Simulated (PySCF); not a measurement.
# Bond lengths and vibrations by method: BH3NOSi anion

All numbers below are calculated, not measured. They come from PySCF 2.14.0, an open-source quantum chemistry program, on an isolated molecule that a program drew, which may never have been made. The molecule is BH3NOSi anion (charge -1, singlet), drawn as the SMILES string `B=N[SiH2][O-]`.

The geometry was optimised and harmonic frequencies were computed with HF and MP2, all in the aug-cc-pV(D+d)Z basis, for the commonest isotopes, with a restricted reference for singlets and an unrestricted one otherwise, and a frozen core in MP2. Each result is a local minimum of its method.

Geometry at the HF minimum:
```xyz
7
BH3NOSi anion, angstrom
B    -2.6779   -2.9126   -1.4204
N    -1.6130   -2.3012   -1.5166
Si   -0.0966   -1.3597   -1.5800
O     0.0732   -0.2624   -0.5004
H    -3.6919   -3.4988   -1.3331
H     0.9380   -2.4630   -1.5811
H    -0.0998   -0.8890   -3.0175
```

Lengths of the bonds as drawn, in Å (atoms numbered as above):
```
  bond     HF    MP2
 B1-N2  1.232  1.269
N2-Si3  1.786  1.817
Si3-O4  1.549  1.590
 B1-H5  1.175  1.182
Si3-H6  1.513  1.514
Si3-H7  1.513  1.514
```

Rotational constants, in GHz:
```
constant     HF    MP2
       A  22.24  21.44
       B  3.525  3.378
       C   3.15  3.018
```

Harmonic frequencies in cm^-1, each column in rising order, so a row needn't be the same motion in every method:
```
rank    HF   MP2
   1   143   132
   2   187   171
   3   379   337
   4   606   552
   5   733   669
   6   811   687
   7   813   688
   8   830   769
   9   992   920
  10  1050   982
  11  1153  1054
  12  1997     ?
  13  2050  2046
  14  2134  2100
  15  2927  2843
```

**Estimate the missing MP2 frequency from the HF column.**

A single factor s that minimises the squared misfit of MP2 against s times HF over the other rows is sum(HF x MP2) / sum(HF^2) = 0.9607, with an rms misfit of 50 cm^-1. For rank 12 it gives 0.9607 x 1997 = 1919 cm^-1. The calculation gives 1788 cm^-1, 131 cm^-1 below the estimate. The drawn bonds are on average 1.4 % longer in MP2 than in HF.
